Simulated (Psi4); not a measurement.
C$_{2}$HO (SMILES [CH]=C=O), doublet, at a GFN2-xTB geometry; MP2/def2-TZVP in Psi4.

Here is a job for Psi4.
```
memory 2 GB

molecule {
0 2
  C     0.02096193   -0.29118014   -1.19660672
  C     0.00440730    0.00402097    0.01711055
  H     0.10767277   -0.53985429   -2.20994473
  O    -0.03248602    0.28285117    1.16086522
}

set basis def2-tzvp
set reference uhf

energy('mp2')
print_variables()
```

Output, abridged:

```
    SCF Algorithm Type (re)set to DF.

   => Loading Basis Set <=

    Name: DEF2-TZVP
    Role: ORBITAL
    Keyword: BASIS

         ---------------------------------------------------------
                                   SCF
               by Justin Turney, Rob Parrish, Andy Simmonett
                          and Daniel G. A. Smith
                              UHF Reference
         ---------------------------------------------------------

  ==> Geometry <==

    Molecular point group: c1
    Full point group: C1

    Geometry (in Angstrom), charge = 0, multiplicity = 2:

       Center              X                  Y                   Z               Mass
    ------------   -----------------  -----------------  -----------------  -----------------
         C            0.023563342594    -0.304208333031    -1.249938483647    12.000000000000
         C            0.007008712594    -0.009007223031    -0.036221213647    12.000000000000
         H            0.110274182594    -0.552882483031    -2.263276493647     1.007825032230
         O           -0.029884607406     0.269822976969     1.107533456353    15.994914619570

  Running in c1 symmetry.

  Rotational constants: A =   4128.61441  B =      0.36520  C =      0.36517 [cm^-1]
  Rotational constants: A = 123772746.19034  B =  10948.41468  C =  10947.44631 [MHz]
  Nuclear repulsion =   52.916713913560066

  Charge       = 0
  Multiplicity = 2
  Electrons    = 21
  Nalpha       = 11
  Nbeta        = 10

  ==> Algorithm <==

  SCF Algorithm Type is DF.
  DIIS enabled.
  MOM disabled.
  Fractional occupation disabled.
  Guess Type is SAD.
  Energy threshold   = 1.00e-08
  Density threshold  = 1.00e-08
  Integral threshold = 1.00e-12

  ==> Primary Basis <==

  Basis Set: DEF2-TZVP
    Blend: DEF2-TZVP
    Number of shells: 37
    Number of basis functions: 99
    Number of Cartesian functions: 114
    Spherical Harmonics?: true
    Max angular momentum: 3

   => Loading Basis Set <=

    Name: (DEF2-TZVP AUX)
    Role: JKFIT
    Keyword: DF_BASIS_SCF

  ==> Integral Setup <==

  SCF_SUBTYPE=INCORE selected. In-core MEM_DF algorithm will be used.
  Using in-core AOs.

  ==> MemDFJK: Density-Fitted J/K Matrices <==

    J tasked:                   Yes
    K tasked:                   Yes
    wK tasked:                   No
    Algorithm:                 Core
    Schwarz Cutoff:           1E-12
    Mask sparsity (%):       0.5306
    Fitting Condition:        1E-10

   => Auxiliary Basis Set <=

  Basis Set: (DEF2-TZVP AUX)
    Blend: DEF2-UNIVERSAL-JKFIT
    Number of shells: 81
    Number of basis functions: 245
    Number of Cartesian functions: 291
    Spherical Harmonics?: true
    Max angular momentum: 4

  Minimum eigenvalue in the overlap matrix is 2.4696322958E-05.
  Reciprocal condition number of the overlap matrix is 4.1823603664E-06.
    Using symmetric orthogonalization.

  ==> Pre-Iterations <==

  SCF Guess: Superposition of Atomic Densities via on-the-fly atomic UHF (no occupation information).

   -------------------------
    Irrep   Nso     Nmo
   -------------------------
     A         99      99
   -------------------------
    Total      99      99
   -------------------------

  ==> Iterations <==

                           Total Energy        Delta E     RMS |[F,P]|

   @DF-UHF iter SAD:  -150.18264632510898   -1.50183e+02   0.00000e+00
   @DF-UHF iter   1:  -151.09634101338881   -9.13695e-01   3.21005e-03 DIIS/ADIIS
   @DF-UHF iter   2:  -151.13126095265073   -3.49199e-02   1.88338e-03 DIIS/ADIIS
   @DF-UHF iter   3:  -151.14325073180009   -1.19898e-02   5.42115e-04 DIIS/ADIIS
   @DF-UHF iter   4:  -151.14525382379557   -2.00309e-03   2.23054e-04 DIIS/ADIIS
   @DF-UHF iter   5:  -151.14597232408005   -7.18500e-04   1.26417e-04 DIIS/ADIIS
   @DF-UHF iter   6:  -151.14636760989441   -3.95286e-04   9.18689e-05 DIIS
   @DF-UHF iter   7:  -151.14671127160778   -3.43662e-04   6.17758e-05 DIIS
   @DF-UHF iter   8:  -151.14691517780716   -2.03906e-04   3.16401e-05 DIIS
   @DF-UHF iter   9:  -151.14698083309338   -6.56553e-05   1.42472e-05 DIIS
   @DF-UHF iter  10:  -151.14699162438535   -1.07913e-05   4.67992e-06 DIIS
   @DF-UHF iter  11:  -151.14699236149383   -7.37108e-07   1.68724e-06 DIIS
   @DF-UHF iter  12:  -151.14699244997419   -8.84804e-08   9.60639e-07 DIIS
   @DF-UHF iter  13:  -151.14699248693961   -3.69654e-08   6.10302e-07 DIIS
   @DF-UHF iter  14:  -151.14699250792401   -2.09844e-08   3.28495e-07 DIIS
   @DF-UHF iter  15:  -151.14699251476873   -6.84472e-09   1.22068e-07 DIIS
   @DF-UHF iter  16:  -151.14699251530791   -5.39188e-10   6.52795e-08 DIIS
   @DF-UHF iter  17:  -151.14699251538266   -7.47491e-11   2.97300e-08 DIIS
   @DF-UHF iter  18:  -151.14699251540370   -2.10321e-11   8.79514e-09 DIIS
  Energy and wave function converged.

  ==> Post-Iterations <==

   @Spin Contamination Metric:   7.652867871E-02
   @S^2 Expected:                7.500000000E-01
   @S^2 Observed:                8.265286787E-01
   @S   Expected:                5.000000000E-01
   @S   Observed:                5.000000000E-01

    Orbital Energies [Eh]
    ---------------------

    Alpha Occupied:

[...]
    Alpha Virtual:

[...]
      99A     45.458774

    Beta Occupied:

[...]
      10A     -0.371910

    Beta Virtual:

[...]
    Final Occupation by Irrep:
              A
    DOCC [    10 ]
    SOCC [     1 ]
    NA   [    11 ]
    NB   [    10 ]

  @DF-UHF Final Energy:  -151.14699251540370

   => Energetics <=

    Nuclear Repulsion Energy =             52.9167139135600664
    One-Electron Energy =                -309.8902828056197905
    Two-Electron Energy =                 105.8265763766560212
    Total Energy =                       -151.1469925154037242

  UHF NO Occupations:
  HONO-2 :    9  A 1.9953501
  HONO-1 :   10  A 1.9697386
  HONO-0 :   11  A 1.0000000
  LUNO+0 :   12  A 0.0302614
  LUNO+1 :   13  A 0.0046499
  LUNO+2 :   14  A 0.0026698
  LUNO+3 :   15  A 0.0005244

Computation Completed

Properties will be evaluated at   0.000000,   0.000000,   0.000000 [a0]

Properties computed using the SCF density matrix

 Multipole Moments:

 ------------------------------------------------------------------------------------
     Multipole            Electronic (a.u.)      Nuclear  (a.u.)        Total (a.u.)
 ------------------------------------------------------------------------------------

 L = 1.  Multiply by 2.5417464519 to convert [e a0] to [Debye]
 Dipole X            :         -0.0329893            0.1032351            0.0702458
 Dipole Y            :          0.3049848           -0.5170140           -0.2120291
 Dipole Z            :          1.2519598           -2.1164309           -0.8644711
 Magnitude           :                                                    0.8928612

 ------------------------------------------------------------------------------------

  //>>>>>>>>>>>>>>>>>>>>>>>>>>>>>>>>>>>//
  //               DFMP2               //
  //<<<<<<<<<<<<<<<<<<<<<<<<<<<<<<<<<<<//

   => Loading Basis Set <=

    Name: (DEF2-TZVP AUX)
    Role: RIFIT
    Keyword: DF_BASIS_MP2

	 --------------------------------------------------------
	                          DF-MP2
	      2nd-Order Density-Fitted Moller-Plesset Theory

	        Rob Parrish, Justin Turney, Andy Simmonett,
	           Ed Hohenstein, and C. David Sherrill
	 --------------------------------------------------------

	 --------------------------------------------------------
	                 NBF =    99, NAUX =   243
	 --------------------------------------------------------
	   CLASS    FOCC     OCC    AOCC    AVIR     VIR    FVIR
	   ALPHA       0      11      11      88      88       0
	    BETA       0      10      10      89      89       0
	 --------------------------------------------------------

	-----------------------------------------------------------
	 ==================> DF-MP2 Energies <====================
	-----------------------------------------------------------
	 Reference Energy          =    -151.1469925154036957 [Eh]
	 Singles Energy            =      -0.0000000000000000 [Eh]
	 Same-Spin Energy          =      -0.1334630288827093 [Eh]
	 Opposite-Spin Energy      =      -0.4121821590828285 [Eh]
	 Correlation Energy        =      -0.5456451879655377 [Eh]
	 Total Energy              =    -151.6926377033692290 [Eh]
	-----------------------------------------------------------
	 ================> DF-SCS-MP2 Energies <==================
	-----------------------------------------------------------
	 SCS Same-Spin Scale       =       0.3333333333333333 [-]
	 SCS Opposite-Spin Scale   =       1.2000000000000000 [-]
	 SCS Same-Spin Energy      =      -0.0444876762942364 [Eh]
	 SCS Opposite-Spin Energy  =      -0.4946185908993941 [Eh]
	 SCS Correlation Energy    =      -0.5391062671936305 [Eh]
	 SCS Total Energy          =    -151.6860987825973268 [Eh]
	-----------------------------------------------------------

  Variable Map:
  ----------------------------------------------------------------------------
[...]
  Array Variable Map:
  ----------------------------------------------------------------------------
[...]
[...]
```
